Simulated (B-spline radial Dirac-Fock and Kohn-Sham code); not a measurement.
Satellites and hypersatellites of the K lines of In⁺

System: indium as In⁺, configuration [Kr] 4d10 5s2, inside a Watson sphere of charge -1 and radius 2 Å (a model of the Madelung potential; inside it an electron's potential energy is raised by 7.2 eV).

The run's input, task.json:

```json
{"items": [{
  "Z": 49,
  "q": 1,
  "cfg": [[1, 0, 2], [2, 0, 2], [2, 1, 6], [3, 0, 2], [3, 1, 6], [3, 2, 10], [4, 0, 2], [4, 1, 6], [4, 2, 10], [5, 0, 2]],
  "A": 115,
  "rrms": 4.6156,
  "watson": [-1, 2.0],
  "do": ["binding", "quiet", "double"]
}]}
```

Run with: `python xray_run.py task.json out`

These are calculated numbers from an atomic code on a B-spline grid; the model is Dirac-Fock ΔSCF + Breit + QED. Each two-hole energy is an average over J within one jj subconfiguration, not an observable level; in light atoms, where LS coupling holds, the j-resolved values are not observed lines, and for a K spectator the Kα1 hypersatellite is nearly forbidden. The model has no electron correlation.

Lines without a spectator: Kα2 (K-L2) 24000.1 eV, Kα1 (K-L3) 24208.1 eV, Kβ3 (K-M2) 27233.6 eV, Kβ1 (K-M3) 27272.0 eV. Shifts in eV with one spectator hole (a dash: not computed, or left out as unreliable):

```
spectator hole     Kα2     Kα1     Kβ3     Kβ1
        K (1s)  +562.4  +579.6  +717.0  +720.6
    L2 (2p1/2)   +61.8   +77.9       –  +164.8
    L3 (2p3/2)   +60.7   +60.8  +146.3       –
    M2 (3p1/2)       –   +8.88  +19.77  +24.07
    M3 (3p3/2)   +6.60       –  +20.46  +19.89
    M4 (3d3/2)   +1.16   -1.42       –       –
    M5 (3d5/2)   -1.88    0.00       –       –
```

With n spectator holes in 2p, averaged over the 2p shell (energies in eV):

```
n     KαLⁿ   step  hypersatellite KαʰLⁿ
0  24138.7      –               24712.5
1  24204.1  +65.4               24779.4
2  24270.7  +66.6               24847.4
3  24338.6  +67.9               24916.7
4  24407.7  +69.1               24987.3
5  24478.1  +70.4               25059.2
```
